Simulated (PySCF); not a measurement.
CH₄ClFOSi₂, SMILES C1[Si@H](Cl)[Si@H](O1)F. Coordinates come from a B3LYP-D3(BJ)/def2-SVP optimisation. The structure was generated by enumeration; whether it is a known compound was not checked.

Computed equilibrium geometry at B3LYP-D3(BJ)/def2-SVP (PySCF confirms it by a frequency run) as bond lengths and angles:
Atoms: F1 Si2 O3 C4 Si5 Cl6 H7 H8 H9 H10. Bond lengths (Å): F1–Si2 1.628, Si2–O3 1.681, Si2–Si5 2.335, Si2–H7 1.483, O3–C4 1.451, C4–Si5 1.933, C4–H8 1.104, C4–H9 1.102, Si5–Cl6 2.083, Si5–H10 1.488. Bond angles (°): F1–Si2–O3 111.7, F1–Si2–Si5 116.4, F1–Si2–H7 105.7, O3–Si2–Si5 79.2, O3–Si2–H7 113.1, Si5–Si2–H7 127.8, Si2–O3–C4 108.3, O3–C4–Si5 99.9, O3–C4–H8 110.2, O3–C4–H9 109.9, Si5–C4–H8 114.4, Si5–C4–H9 113.8, H8–C4–H9 108.3, Si2–Si5–C4 72.4, Si2–Si5–Cl6 117.5, Si2–Si5–H10 124.4, C4–Si5–Cl6 113.3, C4–Si5–H10 117.2, Cl6–Si5–H10 108.0.
